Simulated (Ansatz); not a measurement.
Input for Ansatz (a program for electronic structure): R-B97M-V/def2-TZVPP on C2H2F2 (SMILES F/C=C\F).

Ansatz 0.2 input:
```yaml
crystal:
  periodic: [false, false, false]
  atoms:
    - {symbol: F, position_ang: [-1.37512407, 1.06451661, 0.19109937]}
    - {symbol: C, position_ang: [-0.66096453, -0.06856649, 0.15900426]}
    - {symbol: C, position_ang: [0.65991058, -0.07861733, 0.17486727]}
    - {symbol: F, position_ang: [1.39023064, 1.04348209, 0.22439222]}
    - {symbol: H, position_ang: [-1.25323075, -0.97092856, 0.11922564]}
    - {symbol: H, position_ang: [1.23917815, -0.98988632, 0.14916258]}
basis:
  gaussian:
    orbitals: def2-TZVPP
hamiltonian:
  xc: {name: B97M-V}
scf: {lower_state_search: off}
```

The head of its log:

```
WARN ansatz: RAYON_NUM_THREADS=1 ignored (pool sized by the plan → 1); use --threads N
Functional definition: B97M-V
these checks for a lower state are left out or cut short: stability, starts, cluster_reference, orbital_swaps, neighbouring_geometries, increment
integrals: 0.05 GiB planned
790 factors; their error is unknown
mean field: 0.51 GiB planned
mean field evaluation 1: about -7537.3949 eV, gradient 3.7e1 eV
mean field evaluation 2: about -7537.4284 eV, gradient 3.6e1 eV
```

Q: What total energy does the run end on?

A: -277.1014 hartree.
